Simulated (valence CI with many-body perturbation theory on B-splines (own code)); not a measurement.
## Nd10+: electric-dipole lines

Computed by relativistic CI+MBPT: four valence electrons over a frozen Dirac-Fock core [Kr] 4d10, a basis of 7 s, 7 p, 7 d, 7 f, 4 g, 2 h functions for each j, with the one-electron correlation potential Σ1 (screened to all orders), the two-electron term Σ2, the three-electron term Σ3, Breit, model QED; selected single and double excitations, second order for the rest, scaled by the run's own slope (own B-spline code, finite nucleus).

No measured levels were compared; by estimate terms of the open shell hold to a few per cent of their energy, and close levels can change places; configurations with another count of f electrons can be misplaced by thousands of cm⁻¹. Among the levels kept, up to 300 cm⁻¹ of a level comes from second order outside the variational space, and about a tenth of that is noise between levels of different J, which matters for small intervals.

Lines 151 to 200 of 548 in falling wavelength, among levels below 221500 cm⁻¹, chosen from the strongest by gf and those to the six lowest levels. Wavelengths and rates use the calculated energies, so an error of 2000 cm⁻¹ moves a line at 63.78 nm by 1.3 % and its rate by three times that or more. Electric multipoles are in the length gauge, E1 and E2 with the static RPA response of the core. Weak lines are less certain than strong ones. Lines between different terms over intervals too small for the method are left out, as are lines whose strength nearly cancels. Where a level lies close to another of its J and parity, the split of strength between their lines is uncertain. The highest levels of a list are the least certain.

Names give the largest LS component (configuration and term), which can be under half, so a name can repeat, a term be missing and a line seem to break the LS rules; names also repeat where a configuration has a term twice. Letters in brackets count levels of one name in rising energy.

```tsv
λ vac (nm)	Upper	Lower	A (s⁻¹)	log gf	Branch %
63.78	4f2 5s 5p 3G°_3 [a]	4f 5s2 5p 3G_4	1.32e+08	-1.25	40.8
63.75	4f2 5s 5p 3G°_4 [a]	4f2 5s2 1G_4	1.23e+08	-1.17	38.8
63.73	4f 5s 5p2 3F°_4	4f 5s2 5p 1G_4	4.46e+07	-1.61	2.2
63.62	4f 5s 5p2 3G°_5	4f 5s2 5p 3G_5	4.03e+07	-1.57	8.4
63.58	4f2 5s 5p 3H°_4 [a]	4f2 5s2 3H_4	5.92e+07	-1.49	38.1
63.49	4f3 5s 5D°_4	4f 5s2 5p 1G_4	2.36e+07	-1.89	5.8
63.48	4f2 5s 5p 3K°_6	4f2 5s2 1I_6	5.44e+08	-0.37	85.6
63.40	4f 5s 5p2 3G°_3 [a]	4f2 5s2 3F_3	3.12e+07	-1.88	7.0
63.36	4f2 5s 5p 3I°_5 [a]	4f2 5s2 3H_5	2.29e+08	-0.82	45.5
63.31	4f2 5s 5p 3G°_3 [b]	4f2 5s2 3F_2	1.10e+08	-1.34	24.1
63.29	4f2 5s 5p 3G°_5 [b]	4f 5s2 5p 3F_4	4.34e+07	-1.54	14.2
63.24	4f3 5s 3G°_5 [b]	4f 5s2 5p 1G_4	1.91e+07	-1.90	11.9
63.22	4f2 5s 5p 3G°_5 [a]	4f2 5s2 3H_6	1.92e+08	-0.90	67.4
63.15	4f3 5s 5F°_3 [a]	4f2 5s2 1D_2	4.48e+07	-1.73	13.2
63.12	4f2 5s 5p 1D°_2	4f 5s2 5p 1D_2	4.66e+07	-1.86	5.2
63.07	4f2 5s 5p 5F°_3	4f2 5s2 3P_2	1.00e+08	-1.38	23.9
63.01	4f2 5s 5p 3H°_4 [b]	4f2 5s2 3H_5	8.20e+07	-1.36	31.8
62.99	4f2 5s 5p 5D°_1 [b]	4f2 5s2 3P_0	5.75e+07	-1.99	27.7
62.90	4f2 5s 5p 5D°_3	4f 5s2 5p 3G_3	2.11e+07	-2.06	5.8
62.87	4f3 5s 3H°_6 [a]	4f2 5s2 1I_6	9.99e+07	-1.11	64.9
62.74	4f2 5s 5p 5D°_4 [b]	4f2 5s2 3H_4	3.16e+07	-1.78	8.6
62.66	4f 5s 5p2 3G°_3 [a]	4f2 5s2 3F_2	7.31e+07	-1.52	16.5
62.62	4f2 5s 5p 3H°_4 [c]	4f 5s2 5p 3G_4	1.03e+07	-2.27	2.3
62.54	4f2 5s 5p 3D°_3 [a]	4f2 5s2 3F_3	3.78e+07	-1.81	14.7
62.47	4f2 5s 5p 5P°_1	4f2 5s2 3P_2	3.69e+08	-1.19	66.4
62.43	4f2 5s 5p 3G°_3 [b]	4f 5s2 5p 3G_4	5.27e+07	-1.67	11.5
62.40	4f2 5s 5p 3F°_2 [a]	4f 5s2 5p 3F_3	1.78e+07	-2.28	9.0
62.38	4f2 5s 5p 3G°_4 [a]	4f2 5s2 3F_4	6.75e+07	-1.45	21.3
62.33	4f2 5s 5p 3G°_3 [a]	4f 5s2 5p 3F_2	2.23e+07	-2.04	6.9
62.22	4f3 5s 3G°_3 [c]	4f 5s2 5p 3D_3	3.21e+07	-1.89	4.4
62.19	4f2 5s 5p 3I°_6 [a]	4f2 5s2 3H_6	3.55e+08	-0.57	81.4
62.15	4f2 5s 5p 3I°_5 [a]	4f2 5s2 3H_4	1.62e+08	-0.99	32.0
62.01	4f2 5s 5p 3G°_4 [a]	4f2 5s2 3F_3	8.71e+07	-1.34	27.5
61.98	4f2 5s 5p 3G°_5 [a]	4f2 5s2 3H_5	4.41e+07	-1.55	15.4
61.92	4f2 5s 5p 3G°_5 [c]	4f 5s2 5p 3G_5	2.65e+07	-1.78	2.9
61.86	4f2 5s 5p 5D°_2 [b]	4f2 5s2 3P_1	5.03e+07	-1.84	13.8
61.82	4f3 5s 3G°_3 [b]	4f 5s2 5p 3D_2	3.92e+07	-1.80	5.1
61.82	4f2 5s 5p 3H°_4 [b]	4f2 5s2 3H_4	5.13e+07	-1.58	19.9
61.81	4f2 5s 5p 3H°_5 [b]	4f2 5s2 3H_6	2.93e+07	-1.73	9.1
61.81	4f2 5s 5p 3G°_3 [b]	4f 5s2 5p 3F_3	6.42e+07	-1.59	14.1
61.80	4f 5s 5p2 3G°_3 [a]	4f 5s2 5p 3G_4	2.63e+07	-1.98	5.9
61.76	4f3 5s 3F°_4 [a]	4f 5s2 5p 1F_3	5.11e+07	-1.58	27.6
61.72	4f2 5s 5p 5P°_1	4f2 5s2 3P_1	1.48e+08	-1.60	26.6
61.70	4f2 5s 5p 3H°_4 [c]	4f2 5s2 3H_5	4.60e+07	-1.63	10.2
61.53	4f2 5s 5p 5D°_2 [c]	4f2 5s2 3P_1	9.45e+07	-1.57	20.2
61.52	4f2 5s 5p 3H°_5 [b]	4f 5s2 5p 3G_4	1.08e+07	-2.17	3.4
61.31	4f 5s 5p2 3F°_4	4f 5s2 5p 3D_3	2.66e+07	-1.87	1.3
61.29	4f3 5s 5G°_6 [a]	4f2 5s2 1I_6	3.48e+07	-1.59	67.7
61.19	4f 5s 5p2 3G°_3 [a]	4f 5s2 5p 3F_3	8.31e+07	-1.49	18.7
61.04	4f2 5s 5p 3G°_3 [b]	4f 5s2 5p 3F_2	9.02e+07	-1.45	19.7
```

Q: How does gf follow from A for the line at 61.92 nm?

A: gf = 1.4992 × (2J+1)_upper × A / σ², with σ = 161491 cm⁻¹ and 2J+1 = 11: gf = 0.0167.
